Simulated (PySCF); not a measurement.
[PySCF 2.14: NMR shieldings at PBE0/pcSseg-1/GIAO; coordinates at the GFN2-xTB level; non-relativistic Hamiltonian; no solvent; one conformer; fast rotation and ring inversion assumed for equivalent nuclei]

Shifts are taken against calculated references (same method and geometry level): 1H and 13C vs TMS. Shifts are as computed. Against solution values, carbons near 30 ppm lie about +3 ppm off and those near 130 ppm about +5 ppm. Of 1309 compounds with measured shifts, 239 miss one by over three times the rms of a fit or turn the order of signals round; such compounds aren't used in these exercises. OH and NH positions are gas-phase values without hydrogen bonding to other molecules.

Problem. Order these molecules by the shift of their most deshielded carbon, lowest δ first.
A. C[Si@@H]1C[SiH2][C@H]1C#C[SiH3]
B. [H]/N=C\C(=C/[SiH2][SiH3])C[SiH3]
C. C=C1C=CC[Si@@H]([SiH3])[SiH2]1

Solution. A (119.3 ppm, alkyne carbon), C (142.7 ppm, alkene CH), B (170.7 ppm, C=N carbon).

Problem. Order these molecules by the shift of their most shielded carbon-bound hydrogen, lowest δ first.
A. C=C1C=CC[Si@@H]([SiH3])[SiH2]1
B. C[Si@@H]1C[SiH2][C@H]1C#C[SiH3]
C. C#CC([SiH3])([SiH3])[SiH2]C=C

Solution. B (0.35 ppm, hydrogen on an sp3 CH2 bonded to 2 Si), C (1.43 ppm, hydrogen on a terminal alkyne carbon), A (1.85 ppm, hydrogen on an allylic sp3 CH2 bonded to Si).

Problem. How many 13C and 1H signals does each give (equivalence by symmetry and fast rotation, but not about amide C–N or C=N bonds)? `C[Si@@H]1C[SiH2][C@H]1C#C[SiH3]`, `[H]/N=C\C(=C/[SiH2][SiH3])C[SiH3]`, `C=C1C=CC[Si@@H]([SiH3])[SiH2]1`, `C#CC([SiH3])([SiH3])[SiH2]C=C`

Solution. C[Si@@H]1C[SiH2][C@H]1C#C[SiH3]: 5 C, 8 H; [H]/N=C\C(=C/[SiH2][SiH3])C[SiH3]: 4 C, 7 H; C=C1C=CC[Si@@H]([SiH3])[SiH2]1: 5 C, 10 H; C#CC([SiH3])([SiH3])[SiH2]C=C: 5 C, 6 H.
